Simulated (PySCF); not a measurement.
C₂H₆Cd, SMILES [CH3][Cd][CH3].

Geometry: B3LYP-D3(BJ)/def2-SVP. The isomer is the one that the SMILES or the coordinates give; other isomers of the formula were not compared. The def2 effective core potentials stand for the cores of Cd; spin–orbit coupling is left out.

These are PBE/def2-TZVPD run with PySCF values and carry that method's errors.

The molecule is in vacuum.

```json
{
  "total_energy": "-247.48442 hartree",
  "point_group": "D3d",
  "highest_occupied_level": "-5.79 eV",
  "lowest_empty_level": "-0.78 eV",
  "orbital_gap": "5.01 eV",
  "dipole_moment": "0.000 e·Å",
  "quadrupole, principal values (traceless, Buckingham form, about the centre of nuclear charge)": "-6.85, 3.42, 3.42 D·Å",
  "mean_static_polarisability": "65.4 bohr³ (9.69 Å³)",
  "polarisability_principal_values": "50.6, 50.6, 95.1 bohr³"
}
```
